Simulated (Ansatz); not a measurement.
The inner images of a band of ClFGeH2 + ClH (7 atoms, charge 0, multiplicity 1) are given out of order.

Level of theory: Ansatz, RKS PBE/def2-SVP.

Image 0:

```xyz
7
Properties=species:S:1:pos:R:3
Ge -0.042 -0.237 -0.195
F 0.267 -0.148 1.555
Cl 1.845 -0.712 -1.124
H -0.511 1.165 -0.629
H -1.010 -1.427 -0.364
Cl 1.192 2.801 1.745
H 0.876 1.551 1.980
```

Image 8:

```xyz
7
Properties=species:S:1:pos:R:3
Ge 0.503 0.125 -0.244
F -0.908 0.856 2.132
Cl 1.702 -0.351 -1.991
H -0.640 1.047 -0.701
H 0.173 -1.197 0.469
Cl 1.824 1.298 1.086
H -0.036 1.216 2.216
```

**Question.** Put them in order from the first end to the last, with their energies above the first end.
A.
```xyz
7
Properties=species:S:1:pos:R:3
Ge 0.136 0.137 -0.089
F -0.193 0.149 1.908
Cl 1.884 -0.235 -1.336
H -0.786 1.239 -0.641
H -0.463 -1.290 -0.019
Cl 1.501 1.956 1.169
H 0.539 1.037 1.976
```
B.
```xyz
7
Properties=species:S:1:pos:R:3
Ge 0.360 0.247 -0.260
F -0.540 0.390 2.267
Cl 1.861 -0.370 -1.698
H -0.707 1.184 -0.864
H -0.173 -1.082 0.312
Cl 1.598 1.654 0.970
H 0.220 0.970 2.240
```
C.
```xyz
7
Properties=species:S:1:pos:R:3
Ge -0.093 -0.215 -0.176
F 0.077 -0.096 1.591
Cl 1.885 -0.484 -0.985
H -0.694 1.121 -0.652
H -0.910 -1.505 -0.394
Cl 1.436 2.666 1.635
H 0.916 1.506 1.950
```
D.
```xyz
7
Properties=species:S:1:pos:R:3
Ge 0.011 -0.001 -0.086
F -0.168 0.064 1.752
Cl 1.883 -0.259 -1.160
H -0.758 1.213 -0.639
H -0.597 -1.404 -0.133
Cl 1.538 2.126 1.301
H 0.708 1.255 1.932
```
E.
```xyz
7
Properties=species:S:1:pos:R:3
Ge -0.080 -0.126 -0.130
F -0.070 -0.019 1.660
Cl 1.892 -0.307 -0.987
H -0.759 1.159 -0.640
H -0.762 -1.491 -0.295
Cl 1.563 2.382 1.438
H 0.834 1.396 1.924
```
F.
```xyz
7
Properties=species:S:1:pos:R:3
Ge 0.262 0.224 -0.160
F -0.337 0.260 2.101
Cl 1.896 -0.302 -1.495
H -0.761 1.220 -0.745
H -0.332 -1.184 0.131
Cl 1.531 1.812 1.014
H 0.358 0.963 2.122
```
G.
```xyz
7
Properties=species:S:1:pos:R:3
Ge 0.453 0.208 -0.299
F -0.775 0.613 2.293
Cl 1.774 -0.404 -1.906
H -0.644 1.128 -0.870
H 0.020 -1.063 0.450
Cl 1.717 1.473 1.005
H 0.074 1.037 2.295
```

**Answer.** C (+0.2 kcal/mol), E (+2.4 kcal/mol), D (+10.4 kcal/mol), A (+18.7 kcal/mol), F (+11.5 kcal/mol), B (+2.9 kcal/mol), G (-1.2 kcal/mol).

Run time: 97 s on 2 threads of Arm Neoverse V2, with other jobs on the host, peak memory 0.14 GiB.
